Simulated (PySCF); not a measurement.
# CrCl₂, quintet: data card

Method: PySCF, UPBE0, basis Cr def2-SVP, Cl def2-SVP (no relativity, density fitting).

The structure is a minimum.

```json
{"Point group": "C2v", "Bond lengths": "Cr–Cl 2.182 Å (×2)", "Bond angles": "Cl–Cr–Cl 142.2°", "Principal polarisabilities": "27.2, 32.3, 69.6 bohr³", "Highest occupied level (α)": "-7.63 eV", "Lowest empty level (α)": "-4.20 eV", "Entropy at 298.15 K and 1 bar (electronic part: spin only)": "312.0 J/(mol K)", "Dipole moment": "2.76 D", "Heat capacity Cp at 298.15 K": "53.5 J/(mol K)", "Rotational constants": "1.133, 0.05658, 0.05389 cm⁻¹", "Atomisation energy without zero-point energy": "704 kJ/mol", "Zero-point energy": "5.3 kJ/mol", "Spin squared ⟨S²⟩": "6.055", "Principal quadrupole moments (Buckingham, traceless) about the centre of mass": "-12.31, 4.85, 7.46 D Å", "Enthalpy at 298.15 K above 0 K": "13.69 kJ/mol", "Rotational symmetry number": "2"}
```

Harmonic modes (masses in u: Cr 51.941, Cl 34.969):
```
symmetry  ω (cm⁻¹)  IR (km/mol)  μ (u)
      a1        48         16.5  40.82
      a1       353         14.7  36.58
      b2       479          122  42.57
```

In C2v the vibrations span 2a1 + b2. Here b1 is antisymmetric to the molecular plane and b2 lies in it.

Charges (e):
```json
{"atom": "Cr1", "Mulliken": "0.60", "Löwdin": "0.17", "polar tensor": "1.23", "spin (Mulliken)": "4.18", "Mayer order to Cr1": "–"}
{"atom": "Cl2,3", "Mulliken": "-0.30", "Löwdin": "-0.08", "polar tensor": "-0.61", "spin (Mulliken)": "-0.09", "Mayer order to Cr1": "1.17"}
```

Mulliken populations on Cr1: s 6.47, p 12.41, d 4.53, f 0.00.

Formally Cr is in oxidation state +2, d4, with 4 unpaired electrons (the high-spin count). The Mulliken spin on Cr is 4.18. The polar-tensor charge on Cr, 1.23, is below the formal one.

Other isomers or separated fragments may lie lower. With open d or f shells other occupations or spin states may lie lower.

The final relaxation and frequency run took about 2.2 core-minutes on a shared host.
